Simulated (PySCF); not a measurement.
**AlI: input and log**

State: ¹Σ⁺ (singlet), closed shell.

An equivalent input (the run itself took its basis sets from the Basis Set Exchange, started from a PBE0 density and held the occupation σ 9α 9β, πx 4α 4β, πy 4α 4β, δx 1α 1β, δy 1α 1β):

```python
from pyscf import gto, scf, cc
mol = gto.M(atom='Al 0 0 0; I 0 0 2.558', basis={'Al': 'def2-TZVPP', 'I': 'def2-TZVPP'}, ecp={'I': 'def2-TZVPP'},
            charge=0, spin=0, verbose=4, symmetry='C2v')
mf = scf.RHF(mol)
mf.irrep_nelec = {'A1': 20, 'A2': 2, 'B1': 8, 'B2': 8}
mf.conv_tol = 1e-9
mf.max_cycle = 60
mf.diis_space = 10
mf.kernel()
mycc = cc.CCSD(mf, frozen=[0, 1, 2, 3, 4, 5, 6, 7, 8, 87, 88, 89, 90, 91])
mycc.run(conv_tol=1e-7, conv_tol_normt=1e-5, max_cycle=80, diis_space=8)
et = mycc.ccsd_t()
```

The SCF ended at -538.63842616 hartree. The coupled-cluster part of the log:

```
******** <class 'pyscf.cc.ccsd.CCSD'> ********
CC2 = 0
CCSD nocc = 10, nmo = 78
frozen orbitals [0, 1, 2, 3, 4, 5, 6, 7, 8, 87, 88, 89, 90, 91]
max_cycle = 80
direct = 0
conv_tol = 1e-07
conv_tol_normt = 1e-05
diis_space = 8
diis_start_cycle = 0
diis_start_energy_diff = 1e+09
Init t2, MP2 energy = -539.183971163431  E_corr(MP2) -0.545545008266612
Init E_corr(CCSD) = -0.545545008266648
cycle = 1  E_corr(CCSD) = -0.511335221044866  dE = 0.0342097872  norm(t1,t2) = 0.0577295
cycle = 2  E_corr(CCSD) = -0.525765126573776  dE = -0.0144299055  norm(t1,t2) = 0.0231821
cycle = 3  E_corr(CCSD) = -0.525734347865511  dE = 3.07787083e-05  norm(t1,t2) = 0.0113773
cycle = 4  E_corr(CCSD) = -0.527223395166177  dE = -0.0014890473  norm(t1,t2) = 0.00454137
cycle = 5  E_corr(CCSD) = -0.527411667802288  dE = -0.000188272636  norm(t1,t2) = 0.00107546
cycle = 6  E_corr(CCSD) = -0.527262038439332  dE = 0.000149629363  norm(t1,t2) = 0.000359978
cycle = 7  E_corr(CCSD) = -0.527257261696445  dE = 4.77674289e-06  norm(t1,t2) = 0.000103008
cycle = 8  E_corr(CCSD) = -0.527266018417745  dE = -8.7567213e-06  norm(t1,t2) = 3.55133e-05
cycle = 9  E_corr(CCSD) = -0.527264844586316  dE = 1.17383143e-06  norm(t1,t2) = 1.42111e-05
cycle = 10  E_corr(CCSD) = -0.527264336330475  dE = 5.08255841e-07  norm(t1,t2) = 4.81168e-06
cycle = 11  E_corr(CCSD) = -0.527264675398212  dE = -3.39067737e-07  norm(t1,t2) = 1.56594e-06
cycle = 12  E_corr(CCSD) = -0.527264636266538  dE = 3.91316739e-08  norm(t1,t2) = 5.55406e-07
CCSD converged
E(CCSD) = -539.1656907914308  E_corr = -0.5272646362665379
CCSD(T) correction = -0.0131151566568643
```

T1 diagnostic 0.010, D1 0.027, 20 electrons correlated, 5 of the virtual orbitals (those above 20 hartree) left out.

Repeating this along the bond gives Re = 2.545 Å and ωe = 320 cm⁻¹.

A point of this curve took 20 CPU seconds beside 0.65 for the integrals, on Arm Neoverse V1 (shared host).

Correlated steps freeze 9 core orbitals. Spin–orbit coupling is left out.
